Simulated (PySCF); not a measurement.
# Potential energy of AlIn along the bond

Set-up: basis Al x2c-SVPall, In x2c-SVPall; spin-free X2C with a Gaussian nucleus; PySCF 2.14. Energies in eV from Al + In in their ground configurations at the same level. State: ³Π (triplet), unpaired electrons σ ↑, π ↑.

All columns are PBE0. A positive dipole means Al(−)In(+).

```
R (Å)  E (eV)  μ (D)  Mulliken charge on Al (basis-dependent)  HOMO (eV)  LUMO (eV)  Mayer bond order  ⟨S²⟩
2.473  -1.003   0.29                                     0.04      -4.49      -3.20              1.25  2.01
2.587  -1.233   0.36                                     0.03      -4.51      -3.06              1.22  2.01
2.703  -1.358   0.44                                     0.03      -4.48      -2.94              1.20  2.01
2.789  -1.401   0.50                                     0.02      -4.38      -2.86              1.18  2.01
2.875  -1.413   0.56                                     0.01      -4.29      -2.78              1.16  2.01
2.961  -1.400   0.63                                     0.00      -4.20      -2.71              1.15  2.01
3.076  -1.357   0.71                                    -0.01      -4.10      -2.63              1.13  2.01
3.220  -1.275   0.80                                    -0.02      -3.98      -2.53              1.11  2.01
3.393  -1.152   0.91                                    -0.03      -3.86      -2.44              1.08  2.01
3.623  -0.973   1.02                                    -0.04      -3.72      -2.33              1.06  2.01
```

A fit through these points gives, at Re = 2.870 Å, μ = 0.56 D and dμ/dR = 0.734 D/Å; the reduced mass is 21.85 u.

Problem. How strong is the fundamental in the double-harmonic approximation, I = 42.26·(dμ/dR)²/μred km/mol?

Solution. I = 42.26·(0.734)²/21.85 = 1.04 km/mol at PBE0.

These are scalar-relativistic numbers at best; spin–orbit coupling would shift them, the dissociation energy most. The state was picked by a PBE0 search and need not be the measured ground state.
